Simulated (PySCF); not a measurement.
H2MgO2, SMILES [OH][Mg][OH].

The structure is a stationary point at PBE-D3(BJ)/def2-TZVP. Other conformers were not sampled.

Level of theory: PySCF with PBE/def2-TZVPD.

Q: Estimate the frontier levels, gap, dipole moment and polarisability. (The exact figures need the calculation; the answer reports its results.)

A: 
The highest occupied level comes out as -6.35 eV. The lowest empty level comes out as -1.98 eV and the orbital gap comes out as 4.37 eV. The dipole moment is 1.05 D and the quadrupole, principal values (traceless, Buckingham form, about the centre of nuclear charge) comes out as -9.17, 2.10, 7.07 D·Å. The mean static polarisability is 34.9 bohr³ (5.17 Å³) and the polarisability, principal values is 31.4, 32.8, 40.4 bohr³.
